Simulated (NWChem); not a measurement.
System: CH6SiTe; SMILES [SiH3][Te]C

Input file for NWChem:

```
start job
memory heap 200 mb stack 900 mb global 1100 mb
geometry units angstroms noautoz
  Te    -0.336773     0.487916     0.024097
  C      1.766051     1.008397    -0.005750
  H      2.234356     0.625255    -0.920565
  H      2.264045     0.608467     0.885929
  H      1.817596     2.104882     0.003726
  Si     0.082770    -1.972554     0.006641
  H      0.869329    -2.399160     1.204470
  H      0.829958    -2.389224    -1.219543
  H     -1.256903    -2.631001     0.025634
end
basis spherical
  Te library def2-svp
  C library def2-svp
  H library def2-svp
  Si library def2-svp
end
ecp
  Te library def2-ecp
end
dft
  xc hfexch
  iterations 150
  vectors input atomic output neutral.movecs
end
task dft energy
charge 1
dft
  odft
  mult 2
  vectors input atomic output cation.movecs
end
task dft energy
```

The geometry was optimised at PBE0/def2-SVP. def2 effective core potentials on Te; no spin-orbit coupling.

Ions are spin-unrestricted doublets at the neutral geometry; other ion states weren't tried.

Question: Give the results of this calculation. (Hartree-Fock/def2-SVP with def2 effective core potentials on Te, vertical spin-unrestricted ions.) Quantities: vertical ionisation energy, ΔSCF (eV); −ε(HOMO) (eV).

Answer: The vertical ionisation energy, ΔSCF (eV) is 7.29. The −ε(HOMO) (eV) is 8.31.
